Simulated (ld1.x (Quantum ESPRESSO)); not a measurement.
**Pseudopotential generation for Ta: TM, LDA (PZ), scalar-relativistic.**

ld1.x (Quantum ESPRESSO) 7.5 was run on this input:

```
&input
   title='Ta', zed=73., rel=1, dft='PZ', iswitch=3,
   config='[Xe] 4f14 5d3 6s0 6p0',
   nld=3, rlderiv=2.75, eminld=-3.0, emaxld=5.0, deld=0.02
 /
 &inputp
   pseudotype=2, tm=.true., lloc=1,
   nlcc=.false.,
   file_pseudopw='Ta.UPF', file_wfcaegen='ae.wfc', file_wfcncgen='nc.wfc', file_beta='beta', file_chi='chi'
 /
3
6S  1  0   0.00   0.00  2.10  2.10  0.0
5D  3  2   3.00   0.00  1.80  1.80  0.0
6P  2  1   0.00   0.00  2.55  2.55  0.0
 &test
   configts(1)='5d3 6s0 6p0'
 /
```

Command:

```bash
ld1.x < Ta.in > Ta.out
```

Output (shortened: banner, matrices, multipoles, cross overlaps and the repeated all-electron block are left out):

```
Program LD1 v.7.5
     --------------------------- All-electron run ----------------------------

     Ta
     scalar relativistic calculation

     atomic number is 73.00
     dft =PZ   lsd =0 sic =0 latt =0  beta=0.20 tr2=1.0E-14
     Exchange-correlation= PZ
                           (   1   1   0   0   0   0   0)
     mesh =1273 r(mesh) = 100.43799 a.u. xmin = -7.00 dx = 0.01250
     1 Ry =  13.60569312 eV, c = 137.03599908

     n l     nl                  e(Ry)          e(Ha)          e(eV)
     1 0     1S 1( 2.00)     -4948.7059     -2474.3529    -67330.5738
     2 0     2S 1( 2.00)      -851.2814      -425.6407    -11582.2731
     2 1     2P 1( 6.00)      -746.4230      -373.2115    -10155.6025
     3 0     3S 1( 2.00)      -195.8661       -97.9330     -2664.8940
     3 1     3P 1( 6.00)      -164.6838       -82.3419     -2240.6376
     4 0     4S 1( 2.00)       -40.8046       -20.4023      -555.1744
     4 1     4P 1( 6.00)       -30.5711       -15.2856      -415.9412
     3 2     3D 1(10.00)      -128.2398       -64.1199     -1744.7916
     5 0     5S 1( 2.00)        -6.5325        -3.2663       -88.8796
     5 1     5P 1( 6.00)        -4.0594        -2.0297       -55.2305
     4 2     4D 1(10.00)       -17.4727        -8.7363      -237.7282
     4 3     4F 1(14.00)        -2.9873        -1.4936       -40.6442
     5 2     5D 1( 3.00)        -1.3694        -0.6847       -18.6319
     6 0     6S 1( 0.00)        -1.3798        -0.6899       -18.7734
     6 1     6P 1( 0.00)        -0.9332        -0.4666       -12.6966

     final scf error:  1.2E-15 reached in  30 iterations

     Etot =  -31188.933361 Ry,  -15594.466681 Ha, -424347.056147 eV

     Ekin =   34265.299568 Ry,   17132.649784 Ha,  466203.150685 eV
     Encl =  -76968.336549 Ry,  -38484.168274 Ha,-1047207.567269 eV
     Eh   =   12125.099131 Ry,    6062.549566 Ha,  164970.377865 eV
     Exc  =    -610.995511 Ry,    -305.497756 Ha,   -8313.017429 eV

     normalization and overlap integrals

     s(1S/1S) =  1.000000  <r> =   0.0187  <r2> =    0.0005  r(max) =   0.0116
     s(2S/2S) =  1.000000  <r> =   0.0790  <r2> =    0.0074  r(max) =   0.0670
     s(2P/2P) =  1.000000  <r> =   0.0706  <r2> =    0.0061  r(max) =   0.0549
     s(3S/3S) =  1.000000  <r> =   0.2050  <r2> =    0.0480  r(max) =   0.1891
     s(3P/3P) =  1.000000  <r> =   0.2050  <r2> =    0.0487  r(max) =   0.1868
     s(4S/4S) =  1.000000  <r> =   0.4590  <r2> =    0.2379  r(max) =   0.4315
     s(4P/4P) =  1.000000  <r> =   0.4880  <r2> =    0.2710  r(max) =   0.4480
     s(3D/3D) =  1.000000  <r> =   0.1857  <r2> =    0.0404  r(max) =   0.1510
     s(5S/5S) =  1.000000  <r> =   1.0993  <r2> =    1.3593  r(max) =   0.9847
     s(5P/5P) =  1.000000  <r> =   1.2911  <r2> =    1.8921  r(max) =   1.1298
     s(4D/4D) =  1.000000  <r> =   0.5233  <r2> =    0.3177  r(max) =   0.4593
     s(4F/4F) =  1.000000  <r> =   0.6390  <r2> =    0.5198  r(max) =   0.4424
     s(5D/5D) =  1.000000  <r> =   1.9845  <r2> =    4.6269  r(max) =   1.5637
     s(6S/6S) =  1.000000  <r> =   2.8620  <r2> =    9.1635  r(max) =   2.5460
     s(6P/6P) =  1.000000  <r> =   3.5632  <r2> =   14.2308  r(max) =   3.1885

     ------------------------ End of All-electron run ------------------------

     --------------------- Generating NC pseudopotential ---------------------

      Generating local pot.: lloc=1, matching radius rcloc =   2.5500

      Wfc   6S  rcut= 2.085  Using Troullier-Martins method

      Wfc   5D  rcut= 1.794  Using Troullier-Martins method

     ------------------- End of pseudopotential generation -------------------

     Computing logarithmic derivative in   2.76160
     Computing logarithmic derivative in   2.76160
     Computing the partial wave expansion
     R is outside the sphere for l=    0 j= 0.00
       no projector for channel:   1
     R is outside the sphere for l=    2 j= 0.00

     ---------------------- Testing the pseudopotential ----------------------

     Ta
     scalar relativistic calculation

     atomic number is 73.00   valence charge is  5.00
     dft =PZ   lsd =0 sic =0 latt =0  beta=0.20 tr2=1.0E-14
     mesh =1273 r(mesh) = 100.43799 xmin = -7.00 dx = 0.01250

     n l     nl             e AE (Ry)        e PS (Ry)    De AE-PS (Ry)
     3 2     5D   1( 3.00)       -1.36942       -1.36941       -0.00000
     1 0     6S   1( 0.00)       -1.37982       -1.37982       -0.00000
     2 1     6P   1( 0.00)       -0.93318       -0.93318       -0.00000

     eps = 4.4E-17  iter =  4

     Etot =  -31188.933361 Ry,  -15594.466681 Ha, -424347.056147 eV
     Etotps =    -7.716939 Ry,      -3.858469 Ha,    -104.994303 eV

     Ekin =       9.432686 Ry,       4.716343 Ha,     128.338235 eV
     Encl =     -10.621178 Ry,      -5.310589 Ha,    -144.508495 eV
     Ehrt =       4.102592 Ry,       2.051296 Ha,      55.818612 eV
     Ecxc =      -1.626680 Ry,      -0.813340 Ha,     -22.132115 eV
     Epseu=      -9.004359 Ry,      -4.502179 Ha,    -122.510539 eV

     ---------------------- End of pseudopotential test ----------------------
```

Note: ghost state, extra bound levels that the all-electron valence spectrum of the same l lacks: s at -80.4 eV. A true bound ghost makes a file unfit for plane-wave use.

Generation and configuration tests took about 1.8 s on one core of a shared server CPU.
